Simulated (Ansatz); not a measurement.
Consider the cleavage of the Si–Si bond: `O[SiH2][SiH2][SnH3]` + NH₃ → `N[SiH2][SnH3]` + silanol.

Computed with Ansatz on PBE0-D4/def2-TZVP structures; ΔE is electronic, products minus reactants. CCSD(T)/CBS adds triple-zeta CCSD(T) − MP2 to the extrapolated MP2 energy (def2 sets, frozen cores). This one scheme is used for every species. DFT in def2-TZVPP. B3LYP here is the variant with VWN-RPA as its local correlation; programs differ in this. def2 core potentials past Kr. For Sn outer-core shells are correlated without core-valence functions, which leaves a few kJ/mol of doubt a bond. One conformer a species, not always the lowest.

(1) Is it downhill or uphill in electronic energy at CCSD(T)/CBS, and by how much? (Estimate.)

(2) What do these levels give: PBE-D4, B3LYP-D4, PBE, BLYP, CCSD(T)/def2-SVP, CCSD/CBS(def2)? (An estimate is asked.)

Largest T1 diagnostic among the species: 0.013.

## Answers

(1) Ansatz gave: Downhill: ΔE = -30.3 kJ/mol.

(2) Ansatz gave: PBE-D4 -11.7, B3LYP-D4 -31.1, PBE -16.1, BLYP -34.4, CCSD(T)/def2-SVP -30.7, CCSD/CBS(def2) -34.5 kJ/mol.

From r2SCAN to r2SCAN0 (25 % exact exchange), in def2-TZVPP and without D4, ΔE moves by −3.6 kJ/mol. In def2-TZVPP, CCSD(T) changes the Hartree–Fock value by +25.9 kJ/mol (the triples alone add +4.2 kJ/mol) and MP2 by +19.5 kJ/mol. The D4 term adds +7.1 kJ/mol with B3LYP and +4.2 kJ/mol with PBE0; it sums over pairs of atoms, weighted by their polarisabilities, and B3LYP, whose exchange is more repulsive, gets the larger term.
